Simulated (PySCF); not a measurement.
Geometry:
```csv
atom,x (Å),y (Å),z (Å)
Si1,1.077,-0.759,0.401
C2,0.898,-1.044,2.234
C3,0.053,-1.952,2.736
H4,1.502,-0.450,2.934
H5,-0.562,-2.572,2.075
H6,-0.062,-2.118,3.814
C7,2.813,-1.099,-0.173
C8,3.741,-1.679,0.597
H9,3.094,-0.808,-1.194
H10,3.521,-1.996,1.623
H11,4.760,-1.872,0.243
O12,0.709,0.805,0.002
Si13,0.238,2.322,0.522
C14,-0.892,2.158,2.009
C15,-0.658,3.123,-0.913
C16,1.780,3.287,0.971
H17,-1.254,3.146,2.337
H18,-0.370,1.688,2.856
H19,-1.771,1.537,1.775
H20,-1.556,2.548,-1.189
H21,-0.975,4.149,-0.667
H22,-0.004,3.171,-1.798
H23,2.316,2.797,1.799
H24,2.466,3.342,0.112
H25,1.538,4.315,1.283
O26,0.013,-1.754,-0.377
Si27,-1.260,-1.602,-1.458
C28,-2.685,-0.749,-0.588
C29,-1.736,-3.338,-1.966
C30,-0.692,-0.595,-2.933
H31,-3.567,-0.667,-1.243
H32,-2.395,0.267,-0.278
H33,-2.983,-1.306,0.315
H34,-2.046,-3.933,-1.093
H35,-2.571,-3.327,-2.684
H36,-0.884,-3.851,-2.439
H37,-0.325,0.387,-2.598
H38,0.130,-1.104,-3.461
H39,-1.510,-0.434,-3.653
```

Calculated, not measured (PySCF 2.14): σ from GIAO-PBE0/pcSseg-1, geometry from PBE0-D3(BJ)/def2-SVP. Single conformer, non-relativistic, equivalent nuclei averaged, in vacuum.

δ = σ(ref) − σ, references computed at the same level: TMS for $^{13}$C (σref 184.41), $^{1}$H (σref 31.27), $^{29}$Si (σref 351.99); $^{17}$O (σref 334.56) against H2O.

```csv
atoms,nucleus,count,Hirshfeld charge,δ (ppm)
H4/H9,$^{1}$H,2,0.04,6.27
C14/C15/C16/C28/C29/C30,$^{13}$C,6,-0.22,2.5
H17/H18/H19/H20/H21/H22/H23/H24/H25/H31/H32/H33/H34/H35/H36/H37/H38/H39,$^{1}$H,18,0.04,?
H5/H6/H10/H11,$^{1}$H,4,0.04,?
C2/C7,$^{13}$C,2,-0.14,144.2
Si1,$^{29}$Si,1,0.47,?
Si13/Si27,$^{29}$Si,2,0.46,18.3
C3/C8,$^{13}$C,2,-0.08,145.3
O12/O26,$^{17}$O,2,-0.31,92.4
```

Q: Fill in the missing shifts.

A: 
- H5/H6/H10/H11: 6.28 ppm, hydrogen on a carbon bonded to C
- H17/H18/H19/H20/H21/H22/H23/H24/H25/H31/H32/H33/H34/H35/H36/H37/H38/H39: 0.19 ppm, hydrogen on a carbon bonded to Si
- Si1: -38.5 ppm, silicon bonded to 2 C, 2 O

Shifts are as computed. Against solution values, carbons near 30 ppm lie about +2 ppm off and those near 130 ppm about +5 ppm (rms about the fit 1.9 ppm; single classes can miss by 10 ppm). Of 1328 compounds with measured shifts, 309 miss one by over three times the rms of a fit or turn the order of signals round; such compounds aren't used in these exercises. Signals without a measured value on file couldn't be tested in this way; 1H shifts scatter by 0.2 ppm about their fit, and single ones miss by 0.5 ppm. Experimental scales use liquid or dissolved standards, which lie at an offset from isolated H2O (liquid H2O: subtract about 36 ppm).
